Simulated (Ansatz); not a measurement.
`FBC1(F)C=N1` + `N[SiH3]` → `FB[SiH3]` + `NC1(F)C=N1` at 400 K and 1 bar (formal exchange of groups at a B–C bond).

Isolated molecules relaxed with PBE0-D4/def2-TZVP in Ansatz; ΔE leaves out vibrations. CBS: MP2 limit from def2 TZ/QZ plus the TZ coupled-cluster correction, frozen cores. This one scheme is used for every species. One conformer a species, not always the lowest.

```
      species  CCSD(T)/CBS energy (Eh)  H − E (kJ/mol)  S (J/(mol·K))
`FBC1(F)C=N1`               -356.35270           140.8          346.8
    `N[SiH3]`               -346.80422           153.0          285.3
   `FB[SiH3]`               -416.08982           126.4          321.1
 `NC1(F)C=N1`               -287.01857           167.9          317.6
```

H − E and S are ideal-gas, rigid-rotor, harmonic terms from PBE0-D4/def2-TZVP, for one conformer and one mirror image of each species. 1 Eh = 2625.50 kJ/mol, R = 8.31446 J/(mol·K).

Problem. By hand: ΔE, ΔH, ΔS and ΔG.

Solution. ΔE = (-416.08982) + (-287.01857) − (-356.35270) − (-346.80422) = 0.04853 Eh = 127.4 kJ/mol. Δ(H − E) = 126.4 + 167.9 − 140.8 − 153.0 = 0.5, so ΔH = 127.9 kJ/mol. ΔS = 321.1 + 317.6 − 346.8 − 285.3 = 6.6 J/(mol·K). ΔG = 127.9 − 400 × (6.6)/1000 = 125.3 kJ/mol.

Problem. By hand: the equilibrium constant, and the temperature at which ΔG would vanish if ΔH and ΔS stayed fixed.

Solution. log₁₀ K = −ΔG/(RT ln 10) = -16.4. ΔG = 0 at ΔH/ΔS = 19379 K, far beyond where these terms or the molecules hold.

The number of gas molecules stays the same, so ΔS is small and ΔH decides. A doubt of 5 kJ/mol in ΔE shifts log₁₀ K by 0.7 here. Other conformers and mirror images would add mixing entropy, several J/(mol·K) or more a flexible species. Modes under 60 cm⁻¹, often nearly free rotors, make the harmonic entropy too high. These are equilibria of isolated gas molecules and say nothing of rates. Largest T1 diagnostic: 0.014 (customary marks: 0.02 for closed shells, 0.045 for open ones).
